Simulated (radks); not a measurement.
Pb XLVII, configuration [Kr].

Method: non-relativistic Kohn-Sham, LDA (Slater exchange, Perdew-Wang correlation), spin-unpolarised, spherical densities, point nucleus; relativity is left out, which matters for an element this heavy; computed with a radial shooting solver on a logarithmic mesh with Libxc functionals.

Energy parts (hartree):
part                       energy
total                 -18065.4188
kinetic                18061.9528
electron-nucleus      -39575.1842
Hartree                 3709.0786
exchange-correlation    -261.2660

Orbitals (lengths in bohr, moments of r in powers of bohr):
orbital,occ.,eigenvalue (hartree),<r>
1s,2,-2985.253,0.01847
2s,2,-572.8482,0.07756
2p,6,-555.0489,0.06550
3s,2,-196.7952,0.1921
3p,6,-188.5688,0.1824
3d,10,-173.4779,0.1586
4s,2,-94.74729,0.3763
4p,6,-91.08352,0.3717

The highest occupied level is 4p at -2478.5 eV. Summed over all electrons, <r^2> = 1.906 bohr^2, which gives a Langevin (diamagnetic) susceptibility term of -1.51 x 10^-6 cm^3/mol. The density falls to 0.001 e/bohr^3 at r = 0.95 bohr. The electron density at the nucleus is 3.964e+05 e/bohr^3. Virial ratio -V/T = 2.00019. For comparison, the ionisation energy in NIST's Atomic Spectra Database is 2543 eV (theoretical). In exact Kohn-Sham theory the highest level is minus the ionisation energy, but local and semilocal functionals leave it too shallow, through self-interaction and a potential that decays too fast; potentials with the right tail come closer.
